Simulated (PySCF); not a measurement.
## Working out the ionisation energy of Hg

Hg [Xe] 4f14 5d10 6s2 (1S) → Hg⁺ [Xe] 4f14 5d10 6s1 (2S). Calculation: PySCF 2.14, in cc-pVDZ-PP with ECP60MDF (4s4p3d1f, 38 functions); scalar relativity through the core potential. Frozen: 5s2 5p6. Energies in hartree (1 hartree = 27.21139 eV):

```
            part   Hg (lower)  Hg⁺ (upper)
             UHF  -152.539893  -152.224713
CCSD correlation    -0.326351    -0.275998
             (T)    -0.005971    -0.003018
```

What does Hartree-Fock give?

(-152.224713) − (-152.539893) = 0.315180 hartree = 8.576 eV.

What do CCSD and CCSD(T) give?

The CCSD correlation energies differ by 0.050353 hartree = 1.370 eV and the triples by 0.002953 hartree = 0.080 eV, so CCSD gives 9.946 eV and CCSD(T) 10.026 eV.

Measured between the centres of the two terms (NIST): 10.438 eV, so CCSD(T) (valence) is off by -0.412 eV.

A double-zeta basis recovers only part of the correlation energy.

What remains against the reference includes basis incompleteness, the frozen core and higher excitations.
